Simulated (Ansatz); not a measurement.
Input file for CH6NOSi (`CO[SiH]N`) radical:

```yaml
crystal:
  periodic: [false, false, false]
  atoms:
    - {symbol: C, position_ang: [0.367313, -1.411645, 0.650291]}
    - {symbol: O, position_ang: [-0.418075, -0.332780, 1.116792]}
    - {symbol: Si, position_ang: [-0.342336, 1.188701, 0.505693]}
    - {symbol: N, position_ang: [-0.620588, 1.156981, -1.193995]}
    - {symbol: H, position_ang: [1.415667, -1.287070, 0.943137]}
    - {symbol: H, position_ang: [-0.012954, -2.331029, 1.099443]}
    - {symbol: H, position_ang: [0.316778, -1.500468, -0.439443]}
    - {symbol: H, position_ang: [1.030930, 1.778777, 0.645218]}
    - {symbol: H, position_ang: [-0.230423, 1.891657, -1.764347]}
    - {symbol: H, position_ang: [-1.506311, 0.846897, -1.562809]}
basis:
  gaussian: {orbitals: def2-TZVPP}
magnetization: {spin_polarized: true, initial_magnetization: 1}
correlation: {method: ccsd_t}
scf: {omitted_lower_state_checks: [cluster_reference]}
```

```sh
$ ansatz run in.yaml --threads 2 --pin off --events-out ev --progress --plain --max-ram 22528MiB --backend cuda --devices 0, --max-vram 18GiB
```

Output of Ansatz, abridged:

```
Functional definition: HF
1285 factors; integrals over basis functions are off by at most 1.1e-3 eV
mean field evaluation 1: about -12504.9404 eV, gradient 3.2e1 eV
mean field evaluation 2: about -12504.9443 eV, gradient 3.2e1 eV
mean field evaluation 4: about -12509.3907 eV, gradient 3.2e0 eV
mean field evaluation 8: about -12509.4992 eV, gradient 1.8e-1 eV
mean field -12509.50003170 eV, -459.7156469212 hartree, gradient 5.4e-6 eV, S^2 0.754789; 0 other end points of the search recorded, 0 dependent functions left out
8 core orbitals not correlated: weight in the atoms' cores, before any rotation towards them, 1.000 or more for the frozen orbitals, at most 0.000 for the correlated occupied ones
reference -12509.50003170 eV, -459.7156469212 hartree; 13, 12 occupied and 198, 199 virtual orbitals, 1285 factors
second order -19.80543806 eV of doubles, -0.00000000 eV of singles
cycle   1  -20.14995819 eV  change   -3.4e-1 eV  update   9.4e-2
cycle   2  -20.62946488 eV  change   -4.8e-1 eV  update   2.9e-2
cycle   3  -20.74369831 eV  change   -1.1e-1 eV  update   1.6e-2
cycle   4  -20.73638539 eV  change    7.3e-3 eV  update   5.4e-3
cycle   5  -20.73491211 eV  change    1.5e-3 eV  update   3.0e-3
cycle   6  -20.73581645 eV  change   -9.0e-4 eV  update   1.2e-3
cycle   7  -20.73565943 eV  change    1.6e-4 eV  update   4.6e-4
cycle   8  -20.73573001 eV  change   -7.1e-5 eV  update   1.8e-4
cycle   9  -20.73578687 eV  change   -5.7e-5 eV  update   7.3e-5
cycle  10  -20.73575608 eV  change    3.1e-5 eV  update   3.2e-5
cycle  11  -20.73576790 eV  change   -1.2e-5 eV  update   1.5e-5
perturbative correction -0.76822258 eV, -0.0282316590 hartree
Total energy: -12531.00402217 eV, -460.5059039951 hartree
Checks for a lower state left out: cluster_reference
```

Hardware: 2 threads of an AMD EPYC 7R13 on a shared host and a share of an NVIDIA H100 80 GB. Wall time 3.8 s, peak host memory 0.84 GiB.

MP2 recovers 92.1 % of the CCSD(T) correlation energy and the triples give 3.6 %; T1 = 0.0135.
